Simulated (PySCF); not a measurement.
PySCF job for C₆H₆N, SMILES Nc1[c]cccc1, multiplicity 2, TDA-PBE/def2-SVPD. The structure is a stationary point at r2SCAN-D4/def2-SVP. The isomer is the one that the SMILES or the coordinates give; other isomers of the formula were not compared. The values are those of a single conformer.

```python
import numpy as np
from pyscf import gto, scf, dft, tdscf

mol = gto.M(
    atom='''
    N     2.32208936   -0.10277178   -0.43521509
    C     0.96655820   -0.06215807   -0.16279598
    C     0.15620280   -1.19650125   -0.16447084
    C    -1.20139707   -1.23002202    0.04488760
    C    -1.85352931   -0.00515817    0.28611781
    C    -1.09592605    1.17071752    0.30315086
    C     0.28396440    1.15297847    0.08513963
    H     2.76955721   -1.00196459   -0.30140727
    H     2.86849372    0.67440404   -0.08261343
    H    -1.76227788   -2.17057220    0.02817809
    H    -2.93329960    0.02058174    0.45788479
    H    -1.58807924    2.12946329    0.49193290
    H     0.85574241    2.08835147    0.10035614
    ''',
    basis='def2-SVPD',
    charge=0,
    spin=1,
    max_memory=1600,
    verbose=4,
)
mf = dft.UKS(mol, xc='pbe').density_fit(auxbasis='def2-universal-jkfit')
mf.grids.level = 3
mf.conv_tol = 1e-9
mf.max_cycle = 100
mf.kernel()
fine, coarse = mf.grids, dft.Grids(mol).set(level=1).build(with_non0tab=True)
for _ in range(3):  # follow internal instabilities
    mf.grids = coarse
    mo, _, stable, _ = mf.stability(return_status=True, nroots=4)
    mf.grids = fine
    if stable:
        break
    mf.kernel(mf.make_rdm1(mo, mf.mo_occ))
mf.grids = dft.Grids(mol).set(level=1).build(with_non0tab=True)  # coarser grid for the response kernel
td = tdscf.TDA(mf)
td.nstates = 10
td.conv_tol = 1e-4
td.positive_eig_threshold = 1e-6
td.kernel(x0=td.get_init_guess(mf, 15))
td.analyze()
```

Output:

```
PySCF version 2.14.0

[INPUT] verbose = 4
[INPUT] num. atoms = 13
[INPUT] num. electrons = 49
[INPUT] charge = 0
[INPUT] spin (= nelec alpha-beta = 2S) = 1
[INPUT] symmetry False subgroup None
[INPUT] Mole.unit = angstrom
[INPUT] Symbol           X                Y                Z      unit          X                Y                Z       unit  Magmom
[INPUT]  1 N      2.322089360000  -0.102771780000  -0.435215090000 AA    4.388112927167  -0.194210517534  -0.822437325378 Bohr   0.0
[INPUT]  2 C      0.966558200000  -0.062158070000  -0.162795980000 AA    1.826530281453  -0.117461728732  -0.307639816380 Bohr   0.0
[INPUT]  3 C      0.156202800000  -1.196501250000  -0.164470840000 AA    0.295180511890  -2.261059670200  -0.310804843077 Bohr   0.0
[INPUT]  4 C     -1.201397070000  -1.230022020000   0.044887600000 AA   -2.270311429155  -2.324404744984   0.084825270389 Bohr   0.0
[INPUT]  5 C     -1.853529310000  -0.005158170000   0.286117810000 AA   -3.502662759754  -0.009747528604   0.540684300260 Bohr   0.0
[INPUT]  6 C     -1.095926050000   1.170717520000   0.303150860000 AA   -2.071000087276   2.212335482030   0.572872099826 Bohr   0.0
[INPUT]  7 C      0.283964400000   1.152978470000   0.085139630000 AA    0.536614945126   2.178813535820   0.160890583047 Bohr   0.0
[INPUT]  8 H      2.769557210000  -1.001964590000  -0.301407270000 AA    5.233704613215  -1.893438661612  -0.569577192253 Bohr   0.0
[INPUT]  9 H      2.868493720000   0.674404040000  -0.082613430000 AA    5.420667520835   1.274438932900  -0.156116756911 Bohr   0.0
[INPUT] 10 H     -1.762277880000  -2.170572200000   0.028178090000 AA   -3.330222548579  -4.101786991595   0.053248872813 Bohr   0.0
[INPUT] 11 H     -2.933299600000   0.020581740000   0.457884790000 AA   -5.543132885296   0.038893851767   0.865276849704 Bohr   0.0
[INPUT] 12 H     -1.588079240000   2.129463290000   0.491932900000 AA   -3.001034827707   4.024102410415   0.929618452663 Bohr   0.0
[INPUT] 13 H      0.855742410000   2.088351470000   0.100356140000 AA    1.617118788075   3.946412330133   0.189645619519 Bohr   0.0

nuclear repulsion = 259.941801979765
number of shells = 80
number of NR pGTOs = 270
number of NR cGTOs = 188
basis = def2-SVPD
ecp = {}


[settings echo left out]
init E= -287.144851918689
  alpha nocc = 25  HOMO = -0.229269786800394  LUMO = -0.10790545367355
  beta  nocc = 24  HOMO = -0.256289001564619  LUMO = -0.229269786800394

WARN: HOMO -0.229269786800394 >= LUMO -0.229269786800394

cycle= 1 E= -286.296104204413  delta_E= 0.849  |g|= 0.354  |ddm|= 7.33
  alpha nocc = 25  HOMO = -0.119063008900842  LUMO = 0.0132461666405073
  beta  nocc = 24  HOMO = -0.116621104796128  LUMO = -0.0864949549455281
  HOMO = -0.116621104796  LUMO = -0.0864949549455  gap/eV = 0.81977
cycle= 2 E= -286.189218846989  delta_E= 0.107  |g|= 0.567  |ddm|= 3.31
  alpha nocc = 25  HOMO = -0.182469331452476  LUMO = -0.0332554701673482
  beta  nocc = 24  HOMO = -0.178855389847591  LUMO = -0.11262427678914
  HOMO = -0.178855389848  LUMO = -0.112624276789  gap/eV = 1.80224
cycle= 3 E= -286.358731436356  delta_E= -0.17  |g|= 0.124  |ddm|= 1.93
  alpha nocc = 25  HOMO = -0.191254211960292  LUMO = -0.0391618239488705
  beta  nocc = 24  HOMO = -0.187950387037587  LUMO = -0.129846038124705
  HOMO = -0.187950387038  LUMO = -0.129846038125  gap/eV = 1.58110
cycle= 4 E= -286.367285798202  delta_E= -0.00855  |g|= 0.0404  |ddm|= 0.61
  alpha nocc = 25  HOMO = -0.18823012460875  LUMO = -0.0385029167657596
  beta  nocc = 24  HOMO = -0.184744377948357  LUMO = -0.124894426716898
  HOMO = -0.184744377948  LUMO = -0.124894426717  gap/eV = 1.62860
cycle= 5 E= -286.368219110703  delta_E= -0.000933  |g|= 0.0126  |ddm|= 0.14
  alpha nocc = 25  HOMO = -0.188475850501475  LUMO = -0.0375407978947533
  beta  nocc = 24  HOMO = -0.184910595852887  LUMO = -0.122089633520444
  HOMO = -0.184910595853  LUMO = -0.12208963352  gap/eV = 1.70945
cycle= 6 E= -286.368275980968  delta_E= -5.69e-05  |g|= 0.00843  |ddm|= 0.0677
  alpha nocc = 25  HOMO = -0.188334609457136  LUMO = -0.0376715382331105
  beta  nocc = 24  HOMO = -0.184708197274808  LUMO = -0.122604693427816
  HOMO = -0.184708197275  LUMO = -0.122604693428  gap/eV = 1.68992
cycle= 7 E= -286.368316465511  delta_E= -4.05e-05  |g|= 0.00181  |ddm|= 0.0333
  alpha nocc = 25  HOMO = -0.188347374625878  LUMO = -0.0377662710398483
  beta  nocc = 24  HOMO = -0.184674705877908  LUMO = -0.122421867440246
  HOMO = -0.184674705878  LUMO = -0.12242186744  gap/eV = 1.69399
cycle= 8 E= -286.3683177035  delta_E= -1.24e-06  |g|= 0.00169  |ddm|= 0.00831
  alpha nocc = 25  HOMO = -0.188372468740503  LUMO = -0.037752582047919
  beta  nocc = 24  HOMO = -0.184645351510391  LUMO = -0.122325939375695
  HOMO = -0.18464535151  LUMO = -0.122325939376  gap/eV = 1.69580
cycle= 9 E= -286.368319765049  delta_E= -2.06e-06  |g|= 0.000348  |ddm|= 0.00559
  alpha nocc = 25  HOMO = -0.188385290247535  LUMO = -0.037746216130965
  beta  nocc = 24  HOMO = -0.184631008775971  LUMO = -0.12229012466246
  HOMO = -0.184631008776  LUMO = -0.122290124662  gap/eV = 1.69638
cycle= 10 E= -286.368319904448  delta_E= -1.39e-07  |g|= 0.000242  |ddm|= 0.00203
  alpha nocc = 25  HOMO = -0.188390268212361  LUMO = -0.0377449022173524
  beta  nocc = 24  HOMO = -0.184626488928048  LUMO = -0.122293905158256
  HOMO = -0.184626488928  LUMO = -0.122293905158  gap/eV = 1.69616
cycle= 11 E= -286.368319946361  delta_E= -4.19e-08  |g|= 0.000111  |ddm|= 0.000819
  alpha nocc = 25  HOMO = -0.188391580179042  LUMO = -0.0377472339209861
  beta  nocc = 24  HOMO = -0.184619947316262  LUMO = -0.122293601808773
  HOMO = -0.184619947316  LUMO = -0.122293601809  gap/eV = 1.69599
cycle= 12 E= -286.368319956798  delta_E= -1.04e-08  |g|= 3.08e-05  |ddm|= 0.000457
  alpha nocc = 25  HOMO = -0.188393941723275  LUMO = -0.0377468968764343
  beta  nocc = 24  HOMO = -0.184620465909401  LUMO = -0.122300153778147
  HOMO = -0.184620465909  LUMO = -0.122300153778  gap/eV = 1.69582
cycle= 13 E= -286.368319957431  delta_E= -6.33e-10  |g|= 2.75e-05  |ddm|= 0.000182
  alpha nocc = 25  HOMO = -0.188393453393645  LUMO = -0.0377472156989223
  beta  nocc = 24  HOMO = -0.184619167796743  LUMO = -0.12229379881895
  HOMO = -0.184619167797  LUMO = -0.122293798819  gap/eV = 1.69596
Extra cycle  E= -286.368319956231  delta_E= 1.2e-09  |g|= 5.54e-05  |ddm|= 0.0003
converged SCF energy = -286.368319956231  <S^2> = 0.75677082  2S+1 = 2.0067594
tot grids = 51032
uhf_internal: lowest eigs of H = [0.94932664 0.9582671  0.96173174 0.96333432]
<class 'pyscf.df.df_jk.DFUKS'> wavefunction is stable in the internal stability analysis
tot grids = 51032
Overwritten attributes  positive_eig_threshold  of <class 'pyscf.tdscf.uks.TDA'>


******** <class 'pyscf.tdscf.uks.TDA'> for <class 'pyscf.df.df_jk.DFUKS'> ********
nstates = 10
deg_eia_thresh = 1.000e-03
wfnsym = None
conv_tol = 0.0001
eigh lindep = 1e-12
eigh level_shift = 0
eigh max_cycle = 100


Excitation energies (eV)
[1.61025551 2.7276547  3.6809271  3.9119012  4.35026209 4.4629424
 4.49763955 4.64621112 4.84513672 5.10067463]

** Excitation energies and oscillator strengths **
Excited State   1:      1.61026 eV    769.97 nm  f=0.0003
      24b ->   25b     -0.99489
Excited State   2:      2.72765 eV    454.55 nm  f=0.0006
      23b ->   25b     -0.99126
Excited State   3:      3.68093 eV    336.83 nm  f=0.0005
      25a ->   26a      0.60456
      25a ->   27a     -0.32975
      23b ->   26b      0.12900
      24b ->   26b     -0.69002
      24b ->   27b     -0.13199
Excited State   4:      3.91190 eV    316.94 nm  f=0.0001
      23a ->   26a     -0.13439
      25a ->   26a     -0.40419
      25a ->   27a     -0.59085
      24b ->   27b     -0.65538
Excited State   5:      4.35026 eV    285.00 nm  f=0.0001
      22b ->   25b     -0.99764
Excited State   6:      4.46294 eV    277.81 nm  f=0.0089
      23a ->   26a      0.41751
      23a ->   27a      0.16364
      24a ->   26a     -0.39710
      25a ->   26a     -0.38025
      25a ->   27a     -0.13639
      23b ->   26b     -0.50677
      24b ->   26b     -0.43248
      24b ->   27b      0.11592
Excited State   7:      4.49764 eV    275.67 nm  f=0.0026
      23a ->   26a     -0.23384
      24a ->   26a     -0.90119
      25a ->   26a      0.10069
      23b ->   26b      0.25862
      24b ->   26b      0.15644
Excited State   8:      4.64621 eV    266.85 nm  f=0.0145
      23a ->   26a      0.49684
      23a ->   27a     -0.15895
      25a ->   26a      0.46029
      20b ->   25b     -0.10790
      21b ->   25b     -0.11641
      23b ->   26b     -0.31679
      23b ->   27b      0.30953
      24b ->   26b      0.37319
      24b ->   27b     -0.35238
Excited State   9:      4.84514 eV    255.89 nm  f=0.0018
      24a ->   27a     -0.98513
Excited State  10:      5.10067 eV    243.07 nm  f=0.0003
      25a ->   28a     -0.59511
      24b ->   28b      0.79755

** Transition electric dipole moments (AU) **
state          X           Y           Z        Dip. S.      Osc.
  1        -0.0415     -0.0066     -0.0809      0.0083      0.0003
  2        -0.0128      0.0184     -0.0945      0.0094      0.0006
  3         0.0706      0.0073     -0.0130      0.0052      0.0005
  4        -0.0177     -0.0213      0.0046      0.0008      0.0001
  5        -0.0275     -0.0113      0.0145      0.0011      0.0001
  6         0.1231     -0.2579      0.0067      0.0817      0.0089
  7        -0.0216      0.0793      0.1285      0.0233      0.0026
  8        -0.1134      0.3319      0.0635      0.1271      0.0145
  9        -0.0198     -0.0275      0.1174      0.0149      0.0018
 10        -0.0285      0.0078     -0.0385      0.0024      0.0003

** Transition velocity dipole moments (imaginary part, AU) **
state          X           Y           Z        Dip. S.      Osc.
  1         0.0047      0.0005      0.0185      0.0004      0.0041
  2        -0.0002     -0.0008     -0.0017      0.0000      0.0000
  3        -0.0035     -0.0019      0.0010      0.0000      0.0001
  4        -0.0022      0.0103      0.0012      0.0001      0.0005
  5         0.0014     -0.0015      0.0190      0.0004      0.0015
  6         0.0010      0.0269      0.0056      0.0008      0.0031
  7        -0.0005     -0.0079      0.0001      0.0001      0.0003
  8         0.0007     -0.0403     -0.0072      0.0017      0.0066
  9         0.0045     -0.0059      0.0030      0.0001      0.0002
 10        -0.0035      0.0032     -0.0062      0.0001      0.0002

** Transition magnetic dipole moments (imaginary part, AU) **
state          X           Y           Z
  1         0.2933      0.2524     -0.0154
  2         0.2790      0.1514     -0.0246
  3         0.0016     -0.0040      0.0426
  4        -0.0057      0.0074     -0.0549
  5         0.0941      0.0902     -0.0671
  6         0.0287      0.1093     -0.4102
  7         0.2565      0.0850      0.1243
  8         0.1230     -0.0767      0.5529
  9         0.2471      0.0464     -0.0473
 10        -0.0022     -0.0398     -0.0000
```

Self-consistency was reached.
